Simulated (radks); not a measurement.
Values are calculated unless marked as measured or tabulated.
Neutral potassium inside a hard spherical wall (all orbitals vanish at R), configuration held at [Ar] 4s1 and not refilled when levels cross. Level of theory: scalar-relativistic Kohn-Sham, PBE, spin-polarised, spherical densities, finite nucleus; open shells are filled with parallel spins first; Fermi nuclear charge, rms radius 3.4349 fm (a radial shooting solver on a logarithmic mesh with Libxc functionals). Eigenvalues in eV for spin up, with the zero of energy where the potential of the charges vanishes at infinity; a dash marks a level that is unbound or too diffuse for the functional's potential to be trusted. A positive occupied level is held by the wall or, in an anion where self-interaction has pushed it up, behind a barrier. The pressure on the wall is -dE/dV.

R (bohr),E (hartree),kinetic (hartree),e(2p),e(3s),e(3p),e(4s),"e(4p, empty)","e(5s, empty)",pressure (GPa)
free,-602.09154,605.703,-280.05,-35.299,-18.784,-2.543,-0.967,-,0
20,-602.09154,605.703,-280.05,-35.299,-18.784,-2.542,-0.963,0.000,< 0.0001
10,-602.08700,605.731,-279.73,-34.991,-18.481,-2.290,-0.364,3.364,0.0775
8,-602.07229,605.793,-279.21,-34.492,-17.994,-1.689,0.712,7.452,0.508
5,-601.90036,606.338,-276.76,-32.348,-15.937,3.783,8.664,31.774,15.6
4,-601.58976,607.359,-273.76,-30.130,-13.746,12.143,19.227,60.113,79.5
3.5,-601.19414,608.714,-270.32,-27.800,-11.326,21.431,30.114,87.350,215
3,-600.32481,611.678,-263.63,-23.413,-6.578,39.070,49.659,133.69,674
2,-592.11985,636.154,-223.06,7.849,27.882,157.54,170.06,396.21,11800
